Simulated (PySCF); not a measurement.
## Working out the ionisation energy of Mg⁺

Mg⁺ [Ne] 3s1 (2S) → Mg²⁺ [Ne] (1S). Computed with PySCF 2.14 in def2-QZVPPD (9s5p5d2f, 63 functions), with the non-relativistic Hamiltonian (point nucleus). Frozen: 1s2. Energies in hartree (1 hartree = 27.21139 eV):

```csv
part,Mg⁺ (lower),Mg²⁺ (upper)
UHF,-199.371738,-198.830661
CCSD correlation,-0.201875,-0.192621
(T),-0.002101,-0.001794
```

Question: What does Hartree-Fock give?

Answer: (-198.830661) − (-199.371738) = 0.541077 hartree = 14.723 eV.

Question: What do CCSD and CCSD(T) give?

Answer: The CCSD correlation energies differ by 0.009254 hartree = 0.252 eV and the triples by 0.000307 hartree = 0.008 eV, so CCSD gives 14.975 eV and CCSD(T) 14.983 eV.

Measured between the centres of the two terms (NIST): 15.035 eV, so CCSD(T) (valence and next inner shell) is off by -0.052 eV.

What remains against the reference includes basis incompleteness, the frozen core and higher excitations.
